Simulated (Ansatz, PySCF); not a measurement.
Input for Ansatz (an electronic-structure program):
Ansatz 0.2 input:
```yaml
crystal:
  periodic: [false, false, false]
  atoms:
    - {symbol: C, position_ang: [-1.97700672, -0.98030172, -1.16148263]}
    - {symbol: C, position_ang: [-1.42317088, -0.42058511, 0.16035217]}
    - {symbol: C, position_ang: [-2.55991540, 0.21731044, 0.96497003]}
    - {symbol: C, position_ang: [-0.35012725, 0.56300112, -0.11922299]}
    - {symbol: Ge, position_ang: [1.50824807, 0.17356608, 0.04396338]}
    - {symbol: H, position_ang: [-2.75193680, -1.71655844, -0.95973777]}
    - {symbol: H, position_ang: [-2.40243881, -0.17875974, -1.76119779]}
    - {symbol: H, position_ang: [-1.18086343, -1.45516813, -1.73091326]}
    - {symbol: H, position_ang: [-1.00765958, -1.25844953, 0.73321782]}
    - {symbol: H, position_ang: [-2.99800743, 1.04456072, 0.41034868]}
    - {symbol: H, position_ang: [-2.18526893, 0.59700941, 1.91286644]}
    - {symbol: H, position_ang: [-3.33763283, -0.51596511, 1.16719071]}
    - {symbol: H, position_ang: [-0.67540273, 1.51113547, -0.52309340]}
    - {symbol: H, position_ang: [2.32298182, 1.42330078, 0.01038261]}
    - {symbol: H, position_ang: [2.02651158, -0.71839087, -1.05068259]}
    - {symbol: H, position_ang: [1.78710068, -0.56337778, 1.31709077]}
basis:
  gaussian:
    orbitals: STO-3G
hamiltonian:
  xc: hf
magnetization: {spin_polarized: true, initial_magnetization: 1}
accuracy: high
```

Problem. Give the equivalent PySCF input.

Solution. Several could match; the one computed here: 
```python
from pyscf import gto, scf

mol = gto.M(
    atom='''
C    -1.97700672   -0.98030172   -1.16148263
C    -1.42317088   -0.42058511    0.16035217
C    -2.55991540    0.21731044    0.96497003
C    -0.35012725    0.56300112   -0.11922299
Ge    1.50824807    0.17356608    0.04396338
H    -2.75193680   -1.71655844   -0.95973777
H    -2.40243881   -0.17875974   -1.76119779
H    -1.18086343   -1.45516813   -1.73091326
H    -1.00765958   -1.25844953    0.73321782
H    -2.99800743    1.04456072    0.41034868
H    -2.18526893    0.59700941    1.91286644
H    -3.33763283   -0.51596511    1.16719071
H    -0.67540273    1.51113547   -0.52309340
H     2.32298182    1.42330078    0.01038261
H     2.02651158   -0.71839087   -1.05068259
H     1.78710068   -0.56337778    1.31709077
''',
    basis='sto-3g',
    spin=1,
    verbose=3,
)

mf = scf.UHF(mol)
mf.kernel()
```

Both were run: Ansatz gave -2207.772200 Eh and PySCF -2207.772200 Eh, 0.000 mEh apart.
